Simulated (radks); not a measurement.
These are the eigenvalues of the occupied orbitals of an atom or ion with whole-number occupations (hartree). Calculated with a radial shooting solver on a logarithmic mesh with Libxc functionals: scalar-relativistic Kohn-Sham, Slater X-alpha with alpha = 0.723, spin-unpolarised, spherical densities, point nucleus.

| orbital | eigenvalue |
|---|---|
| 1s | -490.3336 |
| 2s | -64.67115 |
| 2p | -57.23870 |
| 3s | -9.63705 |
| 3p | -7.28210 |
| 3d | -3.36539 |
| 4s | -1.52657 |
| 4p | -1.02340 |

Which element is it, and in what charge state? The configuration may be excited.

Answer. Z = 35, bromine, charge +2: Br2+ in [Ar] 3d10 4s2 4p3. The list shows which subshells hold electrons but not how many an open one holds; the 1s level, -490.33 hartree, gives Z - s = 31.3 by -(Z - s)^2/2, which with screening and relativity narrows Z to a few neighbours, and the depths of the outer levels then fix element, charge and occupations together.
